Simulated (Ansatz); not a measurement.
Molecule: CCl₃F, charge 0, multiplicity 1. 
Structure (B3LYP-D3(BJ)/def2-TZVP (Ansatz, a program for electronic structure) minimum search):
SMILES: FC(Cl)(Cl)Cl
```xyz
5

F      0.0593    -0.2557     1.5697
C      0.0093    -0.0403     0.2474
Cl     1.5264    -0.6185    -0.4731
Cl    -1.3746    -0.9350    -0.4150
Cl    -0.1864     1.7031    -0.0302
```
Charge 0, spin multiplicity 1.

Basis-set convergence of Hartree-Fock and CCSD correlation energies (hartree) with Ansatz. Correlated levels leave the core frozen unless marked. Spin-orbit coupling is left out. No relativistic terms.

```json
[
 {"basis": "aug-cc-pV(D+d)Z", "functions": "142", "E(HF)": "-1515.81195", "E(corr, CCSD)": "-0.83777"},
 {"basis": "aug-cc-pV(T+d)Z", "functions": "257", "E(HF)": "-1515.88895", "E(corr, CCSD)": "-1.04759"},
 {"basis": "aug-cc-pV(Q+d)Z", "functions": "427", "E(HF)": "-1515.90796", "E(corr, CCSD)": "-1.11865"}
]
```

Extrapolating the two largest sets (X = 3 and 4) as X^-3: E(corr) = (64·(-1.11865) - 27·(-1.04759))/37 = -1.1705 Eh, an estimate of the basis-set limit. The largest set recovers 95.6 % of it, the smallest 71.6 %.
